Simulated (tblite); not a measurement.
Parent: `[CH3:1][O:2][C:3](=[O:4])[P:5]([CH3:6])[CH:7]1[CH2:8][CH2:9]1` with C1–O2–C3–O4 0°, O2–C3–P5–C6 -154°, C3–P5–C7–C8 173°, C6H11O2P.

Computed geometry: GFN2-xTB, gas phase. One conformer each, not checked by frequencies here.

```tsv
coordinate of the parent	value
C1–O2	1.424 Å
O2–C3	1.330 Å
C3=O4	1.202 Å
C3–P5	1.848 Å
P5–C6	1.847 Å
P5–C7	1.839 Å
C7–C8	1.503 Å
C8–C9	1.492 Å
C7–C9	1.502 Å
C1–O2–C3	116.8°
O2–C3–O4	125.2°
O2–C3–P5	109.2°
O4–C3–P5	125.5°
C3–P5–C6	96.6°
C3–P5–C7	96.9°
C6–P5–C7	99.6°
P5–C7–C8	117.6°
P5–C7–C9	118.4°
C8–C7–C9	59.5°
C7–C8–C9	60.2°
C7–C9–C8	60.3°
```

Q: How does the shared frame change in `[CH3:1][O:2][C:3](=[O:4])[P:5]([CH2:6][PH2:7])[CH:8]1[CH2:9][CH2:10]1` with C1–O2–C3–O4 1°, O2–C3–P5–C6 162°, C3–P5–C6–P7 -176°, P5–C6–P7–H -43° and 50°, C3–P5–C8–C9 -89°, C6H12O2P2? Atoms pair as C1 = C1, O2 = O2, C3 = C3, O4 = O4, P5 = P5, C6 = C6, C7 = C8, C8 = C10, C9 = C9 (parent first).

A: 
| parent | relative | value in the relative | change |
| --- | --- | --- | --- |
| C1–O2 | C1–O2 | 1.424 Å | 0.000 |
| O2–C3 | O2–C3 | 1.328 Å | -0.002 |
| C3=O4 | C3=O4 | 1.201 Å | -0.001 |
| C3–P5 | C3–P5 | 1.856 Å | +0.008 |
| P5–C6 | P5–C6 | 1.860 Å | +0.013 |
| P5–C7 | P5–C8 | 1.838 Å | -0.001 |
| C7–C8 | C8–C10 | 1.504 Å | +0.001 |
| C8–C9 | C10–C9 | 1.491 Å | -0.001 |
| C7–C9 | C8–C9 | 1.503 Å | +0.001 |
| C1–O2–C3 | C1–O2–C3 | 117.0° | +0.2 |
| O2–C3–O4 | O2–C3–O4 | 125.5° | +0.3 |
| O2–C3–P5 | O2–C3–P5 | 108.4° | -0.8 |
| O4–C3–P5 | O4–C3–P5 | 126.0° | +0.5 |
| C3–P5–C6 | C3–P5–C6 | 95.5° | -1.1 |
| C3–P5–C7 | C3–P5–C8 | 96.2° | -0.7 |
| C6–P5–C7 | C6–P5–C8 | 99.7° | +0.1 |
| P5–C7–C8 | P5–C8–C10 | 118.3° | +0.7 |
| P5–C7–C9 | P5–C8–C9 | 118.2° | -0.2 |
| C8–C7–C9 | C10–C8–C9 | 59.4° | -0.1 |
| C7–C8–C9 | C8–C10–C9 | 60.2° | 0.0 |
| C7–C9–C8 | C8–C9–C10 | 60.3° | 0.0 |

Of the parent's bonds, P5–C6 changes most (+0.013 Å). Bonds of the relative outside the shared frame: C6–P7 1.862 Å. Point group C1 → C1.
